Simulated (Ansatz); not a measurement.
A run for Ansatz (a first-principles code): U-PBE/cc-pV(T+d)Z on C2H6O3Si (SMILES C=C[Si](O)(O)O), a point of a bond scan (R = 3.699 Å). Files ending in .json are basis or fitting sets from the Basis Set Exchange.

Ansatz 0.2 input:
```yaml
crystal:
  periodic: [false, false, false]
  atoms:
    - {symbol: C, position_ang: [3.95689439, -1.27983200, 0.65574549]}
    - {symbol: C, position_ang: [3.23295457, -0.86331360, -0.38165754]}
    - {symbol: Si, position_ang: [-0.32412833, 0.12082142, -0.13970406]}
    - {symbol: O, position_ang: [-0.95966322, -0.34974084, 1.30630818]}
    - {symbol: O, position_ang: [-0.57978416, 1.74045579, -0.21515797]}
    - {symbol: O, position_ang: [-1.05942974, -0.54669044, -1.44193311]}
    - {symbol: H, position_ang: [3.53196106, -1.36475743, 1.65050381]}
    - {symbol: H, position_ang: [5.00367006, -1.54948032, 0.56297945]}
    - {symbol: H, position_ang: [3.71992453, -0.79593771, -1.35154508]}
    - {symbol: H, position_ang: [-0.93814495, -1.28535819, 1.52139474]}
    - {symbol: H, position_ang: [-0.52498699, 2.23629196, 0.60551097]}
    - {symbol: H, position_ang: [-1.92458192, -0.20659331, -1.68590263]}
basis:
  gaussian:
    orbitals: cc-pV_T+d_Z.json
hamiltonian:
  xc: {name: PBE}
magnetization: {spin_polarized: true, initial_magnetization: 0}
```

The head of its log:

```
WARN ansatz: RAYON_NUM_THREADS=4 ignored (pool sized by the plan → 4); use --threads N
Functional definition: PBE
integrals: 0.20 GiB planned
1487 factors; their error is unknown
mean field: 1.65 GiB planned
mean field evaluation 1: about -16150.3923 eV, gradient 8.4e1 eV
mean field evaluation 2: about -15901.3203 eV, gradient 1.7e2 eV
```

### Question
Predict the final total energy.

### Answer
-594.6140 hartree. Its determinant has ⟨S²⟩ = 0.61, a mixture of spin states.
